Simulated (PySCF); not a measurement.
Unrelated species, one level of theory. The calculation used PySCF 2.14.0, density-fitted response routines, TDDFT CAM-B3LYP/def2-SVPD, vertical, gas phase, core orbitals frozen in the response. Geometries: GFN2-xTB; one conformer of each isolated species. Triplets are in the Tamm–Dancoff approximation. 'Strongest' means the level of largest summed f among the lowest 8 singlets; it needn't be the same kind of state in each.

Question: Rank by computed energy of the strongest computed level, highest first.
A. `[H]/N=C/C(F)F`
B. `C#C[SiH2]N(C=O)CC`
C. `N#CC/C=C\CO[SiH3]`
D. `C[C@H](F)CS(=O)(=O)Cl`

Answer: A (8.72 eV), D (8.01 eV), B (7.43 eV), C (6.99 eV).

```
               SMILES  strongest (eV)  S1 (eV)  HOMO (eV)  f (strongest)  first f ≥ 0.01 (nm)      S1 mainly
        [H]/N=C/C(F)F            8.72     5.07      -9.85           0.23                  160      H→L (98%)
C[C@H](F)CS(=O)(=O)Cl            8.01     6.02     -10.83           0.13                  179      H→L (95%)
    C#C[SiH2]N(C=O)CC            7.43     5.66      -8.98           0.05                  183  H-1→L+2 (37%)
    N#CC/C=C\CO[SiH3]            6.99     6.99      -9.23           0.36                  177      H→L (94%)
```

H and L stand for HOMO and LUMO.
